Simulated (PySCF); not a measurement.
SeF₄, SMILES F[Se](F)(F)F.

Geometry optimised at PBE0-D3(BJ)/def2-SVP. A frequency run showed that this geometry is not a minimum. The isomer is the one that the SMILES or the coordinates give; other isomers of the formula were not compared.

Two levels are set side by side: PBE/def2-TZVP (PySCF) and r2SCAN/def2-TZVP (PySCF). Same geometry, gas phase. Differences are taken from unrounded values.

```
quantity                     r2SCAN    PBE  PBE minus r2SCAN
---------------------------  ------  -----  ----------------
orbital gap (eV)               6.26   5.69             -0.56
highest occupied level (eV)   -9.61  -9.19              0.42
lowest empty level (eV)       -3.35  -3.49             -0.14
dipole moment (D)              2.08   2.05             -0.03
mean polarisability (bohr³)    29.6   30.5               0.9
```

Rough cost on one machine, each run with all the roots and properties that it gave: r2SCAN against PBE about 3 times.
